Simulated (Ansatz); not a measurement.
Molecule: C5H4BrN, charge 0, multiplicity 1. 
Coordinates optimised at B3LYP-D3(BJ)/def2-TZVP (Ansatz, a first-principles code):
```xyz
11

Br     1.7900     0.1470    -0.0104
C     -0.1068    -0.0088     0.0006
C     -0.8974     1.1283    -0.0414
C     -2.2770     0.9532    -0.0310
N     -2.8747    -0.2362     0.0167
C     -2.0904    -1.3119     0.0564
C     -0.7007    -1.2596     0.0507
H     -0.4631     2.1165    -0.0809
H     -2.9282     1.8200    -0.0629
H     -2.5910    -2.2734     0.0950
H     -0.1105    -2.1636     0.0842
```
Charge 0, spin multiplicity 1.

Dipole moments at this geometry, in debye (magnitudes).

```tsv
level	program	dipole (D)
r2SCAN/def2-TZVPD	Ansatz	0.65
B3LYP/def2-TZVPD	Ansatz	0.71
PBE0/def2-TZVPD	Ansatz	0.67
BHLYP/def2-TZVPD	Ansatz	0.65
r2SCAN0/def2-TZVPD	Ansatz	0.62
HSE06/def2-TZVPD	Ansatz	0.66
LC-wPBE/def2-TZVPD	Ansatz	0.69
wB97X-V/def2-TZVPD	Ansatz	0.65
CCSD(T)/aug-cc-pVDZ	Ansatz	0.69
```
